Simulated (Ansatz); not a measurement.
The same path of CH4OSSi (8 atoms, charge 0, multiplicity 1) was run twice with different band settings. The coordinate that changes most is the dihedral H5–S1–Si2–O4.

Level of theory: RKS BLYP/STO-3G (Ansatz).

Relaxed end points:

```xyz
8
Properties=species:S:1:pos:R:3
S -2.004 1.005 -0.757
Si 0.015 0.791 -0.075
C 0.892 -0.807 0.115
O 0.375 -0.109 1.388
H -2.348 -0.276 -0.396
H 0.762 2.025 -0.299
H 0.400 -1.784 -0.100
H 2.001 -0.902 0.068
```

```xyz
8
Properties=species:S:1:pos:R:3
S -2.180 0.082 -0.573
Si -0.138 0.467 -0.029
C 1.072 -0.892 0.167
O 0.515 -0.237 1.443
H -2.441 1.418 -0.771
H 0.310 1.820 -0.355
H 0.785 -1.962 0.039
H 2.168 -0.753 0.024
```

Common settings: spring 5.0 eV/Å²; optimiser quadratic models (default); start path through a guess of the saddle point; force threshold 0.03 eV/Å; iteration limit 60; end points relaxed.

| run | movable images | climbing image |
| --- | --- | --- |
| 1 | 7 | yes |
| 2 | 6 | no |

Question: What does each run give, and how far can it be trusted?

Answer: Run 1: converged after 18 iterations, highest image 0.110 eV above the first end. A vibrational analysis at the climbing image gives one clearly imaginary mode, 182i cm⁻¹: a first-order saddle point.
Run 2: converged after 16 iterations, highest image 0.107 eV above the first end. No image climbed, so the highest image needn't sit at the top of the path.
Limits of this set-up: minimal basis.
